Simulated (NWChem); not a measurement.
# CH6AlN; SMILES [AlH2][NH]C

```xyz
9

Al     0.0814    -1.2385     0.0005
H     -1.0178    -2.3839     0.0029
H      1.6511    -1.4790    -0.0008
N     -0.5021     0.4407    -0.0005
C      0.2481     1.6745    -0.0005
H     -1.5049     0.6068    -0.0018
H      0.0418     2.3007     0.8876
H      0.0465     2.2981    -0.8914
H      1.3289     1.4622     0.0027
```
Atoms are numbered in this order, from 1.

All runs use the structure optimised with PBE0/def2-SVP.

 Unshifted, non-relativistic core excitations; the lowest 4 roots alone, so stronger bands may lie above.

Q: List the first N K-edge excitations from PBE0/6-311G** (spherical d), restricted-window TDA (NWChem).

A: 
```
state  energy (eV)  dipole oscillator strength           leading excitation (squared amplitude)
-----  -----------  --------------------------  -----------------------------------------------
S1           388.1                      0.0145    1s of atom 4 or its equivalents → LUMO (0.99)
S2           389.6                      0.0033  1s of atom 4 or its equivalents → LUMO+1 (0.95)
S3           390.7                      0.0099  1s of atom 4 or its equivalents → LUMO+2 (0.69)
S4           390.9                      0.0018  1s of atom 4 or its equivalents → LUMO+3 (0.86)
```
